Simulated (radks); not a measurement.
Problem. The mean radii <r> (bohr) of the occupied orbitals of an atom or ion are listed with their occupations. Calculated with a radial shooting solver on a logarithmic mesh with Libxc functionals: non-relativistic Kohn-Sham, TPSS, spin-polarised, spherical densities, point nucleus; meta-GGA in the generalised Kohn-Sham scheme.

orbital  occ.      <r>
1s down     1  0.01941
1s up       1  0.01941
2s up       1  0.08179
2s down     1  0.08179
2p up       3  0.06915
2p down     3  0.06915
3s up       1   0.2066
3s down     1   0.2066
3p up       3   0.1970
3p down     3   0.1970
3d up       5   0.1722
3d down     5   0.1722
4s up       1   0.4561
4s down     1   0.4562
4p up       3   0.4609
4p down     3   0.4609
4d up       5   0.4706
4d down     5   0.4704
4f up       7   0.5030
4f down     7   0.5006
5s up       1    1.038
5s down     1    1.031
5p up       3    1.117
5p down     3    1.111
5d up       5    1.360

Name the element and its charge. Open shells, if any, are filled with parallel spins first.

Solution. Z = 78, platinum, charge +5: Pt5+ in [Xe] 4f14 5d5. The 1s radius gives Z: for a bare nucleus <r> = 1.5/Z, 0.01923 bohr for Z = 78, and screening makes it slightly larger (0.01941 here). The occupations add up to 73, and the charge is Z minus that.
